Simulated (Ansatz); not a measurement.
Basis-set series for `C[CH2][Al]([OH])[CH2]C`. Total charge 0; spin multiplicity 1. All single points use the PBE0-D4/def2-TZVP geometry. It is one conformer, not always the lowest.

```xyz
17

C    -1.9510   -0.1213   -1.0322
C    -1.0188   -1.2652   -0.6257
Al    0.8498   -0.7472   -0.3099
O     2.1134   -1.8542   -0.6058
C     1.3856    1.0080    0.3695
C     0.6465    1.4620    1.6321
H    -1.6504    0.3281   -1.9831
H    -2.9874   -0.4527   -1.1493
H    -1.9535    0.6831   -0.2915
H    -1.0508   -2.0637   -1.3767
H    -1.3929   -1.7330    0.2956
H     1.9671   -2.7333   -0.9503
H     2.4666    0.9972    0.5449
H     1.2274    1.7469   -0.4275
H     0.9481    2.4655    1.9476
H    -0.4372    1.4866    1.4857
H     0.8374    0.7932    2.4765
```

```tsv
functional	basis	functions	energy (Eh)	HOMO (eV)	LUMO (eV)
PBE0-D4	def2-SVP	143	-476.12770	-6.95	0.10
PBE0-D4	def2-QZVPP	685	-476.50433	-7.02	-0.19
ωB97M-V	def2-SVP	143	-476.36303	-9.15	1.77
ωB97M-V	def2-QZVPP	685	-476.75183	-9.22	0.91
```

(1) Give the rows for def2-TZVPP. (An estimate is asked.)

## Answers

(1) Computed: 
```json
{"functional": "PBE0-D4", "basis": "def2-TZVPP", "functions": "351", "energy (Eh)": "-476.48266", "HOMO (eV)": "-7.00", "LUMO (eV)": "-0.07"}
{"functional": "ωB97M-V", "basis": "def2-TZVPP", "functions": "351", "energy (Eh)": "-476.73087", "HOMO (eV)": "-9.21", "LUMO (eV)": "1.43"}
```

Positive LUMOs are unbound and depend on the basis.
